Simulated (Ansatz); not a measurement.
CH$_{9}$NOSi$_{2}$, SMILES `C[SiH](N)O[SiH3]`. The species carries charge 0 and has multiplicity 1.

```xyz
14

C     0.245   -1.794    1.211
Si   -0.591   -0.304    0.492
N    -1.328   -0.710   -0.995
O     0.558    0.873    0.376
Si    1.007    2.078   -0.629
H     0.776   -1.532    2.129
H    -0.480   -2.578    1.440
H     0.978   -2.202    0.509
H    -1.674    0.234    1.355
H    -2.083   -0.168   -1.382
H    -0.872   -1.270   -1.695
H    -0.158    2.927   -1.003
H     2.015    2.916    0.066
H     1.606    1.532   -1.876
```

**Question.** Give the diagnostics of a CCSD(T)/def2-TZVPP run (frozen core, Ansatz). (An estimate is asked.)

**Answer.** Computed: T1 = 0.0106, largest single amplitude 0.009, largest double 0.014, (T) share of the correlation energy 3.4 %, 9 CCSD cycles. The RHF solution is stable towards an unrestricted one. T1 lies under the customary mark of 0.02 for closed shells.
